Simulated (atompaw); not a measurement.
# Before and after: PAW (atompaw) potential for thallium (Tl)

thallium, PAW, made with atompaw 4.2.0.5 (LDA (PW92), scalar-relativistic). Core [Xe] 4f14, reference 5d10 6s1.5 6p1.5. Waves: 6s (bound): rc 2.70 bohr; 6s channel at 1.2 Ry: rc 1.65 bohr; 6p (bound): rc 2.70 bohr; 6p channel at 0.6 Ry: rc 2.70 bohr; 5d (bound): rc 2.70 bohr; 5d channel at -0.55 Ry: rc 2.70 bohr; 5f channel at -0.05 Ry: rc 2.40 bohr; 5f channel at 2.7 Ry: rc 2.70 bohr. Local part: ultrasoft scheme with l = 4 at 0 Ry, radius 2.70 bohr. Core correction: smooth core density matched at 2.55 bohr. Augmentation charge: sinc compensation charge, radius 2.45 bohr; PAW radius 2.70 bohr; waves and projectors: custom rrkj gramschmidtortho.

Change: wave 5d (bound): rc 2.70 bohr becomes 5d (bound): rc 2.50 bohr.

Cutoffs: the cutoffs (Ry, on a coarse ladder) from which the occupation-weighted sum of valence levels, in a spherical-Bessel basis at the reference potential, stays within 10 and 1 mRy of its value at 400 Ry; they do not see the model core or the augmentation charge, which bear on the density cutoff.

**Question.** What does the change do?

**Answer.** The potential gets harder (15 Ry and 25 Ry → 18 Ry and 30 Ry); both files keep a bound ghost (s).

```tsv
quantity	base	changed
cutoff, loose	15 Ry	18 Ry
cutoff, tight	25 Ry	30 Ry
loose cutoff by channel (10 mRy a level)	s 6 Ry, p 6 Ry, d 10 Ry	s 6 Ry, p 6 Ry, d 12 Ry
bound ghosts	s	s
s: phases at 2.71 bohr within 0.05 rad from the reference energy up to (Ry; the scan ends near 5)	-0.3	-0.3
p: phases at 2.71 bohr within 0.05 rad from the reference energy up to (Ry; the scan ends near 5)	4.0	4.0
d: phases at 2.71 bohr within 0.05 rad from the reference energy up to (Ry; the scan ends near 5)	1.2	0.9
f: phases at 2.71 bohr within 0.05 rad from the reference energy up to (Ry; the scan ends near 5)	4.8	4.8
lowest overlap eigenvalue by channel	s 0.08, p 0.54, d 0.07, f 0.93	s 0.08, p 0.54, d 0.08, f 0.93
```

 A true bound ghost makes a file unfit for plane-wave use even where its test errors are small: the radial tests pick states by their node count and pass the ghost by. The cutoffs see the waves, projectors and local potential, not the compensation charge or the core.
